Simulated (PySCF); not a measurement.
SrCl, SMILES [Sr+][Cl], charge +1.

Coordinates come from a B3LYP-D3(BJ)/def2-TZVPD optimisation. The multiplicity is an assumed one; other spin states were not compared. The def2 effective core potentials stand for the cores of Sr; spin–orbit coupling is left out.

Calculation: TDA-CAM-B3LYP/def2-TZVPD (PySCF 2.14.0).

Vertical excitations; the highest root listed may be one member of a degenerate set. The molecule is in vacuum. State labels are in the subgroup C2v.

Computed excitation energies, oscillator strengths and character:
```tsv
state	symmetry	energy (eV)	λ (nm)	f	main pairs
S1	B2	4.52	274	0.013	HOMO→LUMO (degenerate set)
S2	B1	4.52	274	0.013	HOMO−1→LUMO (degenerate set)
S3	A1	4.97	250	0.021	HOMO−2→LUMO 93 %
S4	B2	5.95	209	0.000	HOMO→LUMO+1, HOMO−1→LUMO+2 (degenerate set)
S5	B1	5.95	209	0.000	HOMO−1→LUMO+1, HOMO→LUMO+2 (degenerate set)
S6	B2	6.02	206	0.010	HOMO−1→LUMO+2, HOMO→LUMO+1 (degenerate set)
S7	B1	6.02	206	0.010	HOMO→LUMO+2, HOMO−1→LUMO+1 (degenerate set)
S8	A2	6.24	199	0.000	HOMO→LUMO+3 37 %, HOMO−1→LUMO+4 37 %, HOMO→LUMO+6 12 %, HOMO−1→LUMO+7 12 %
S9	A1	6.27	198	0.000	HOMO−2→LUMO+1, HOMO→LUMO+4, HOMO−1→LUMO+3 (degenerate set)
S10	A2	6.27	198	0.000	HOMO−2→LUMO+2, HOMO−1→LUMO+4, HOMO→LUMO+3 (degenerate set)
T1	B2	4.46	278	0	HOMO→LUMO (degenerate set)
T2	B1	4.46	278	0	HOMO−1→LUMO (degenerate set)
T3	A1	4.82	257	0	HOMO−2→LUMO 95 %
T4	B2	5.93	209	0	HOMO→LUMO+1 50 %, HOMO−1→LUMO+2 49 %
```
Triplets are in the Tamm–Dancoff approximation.
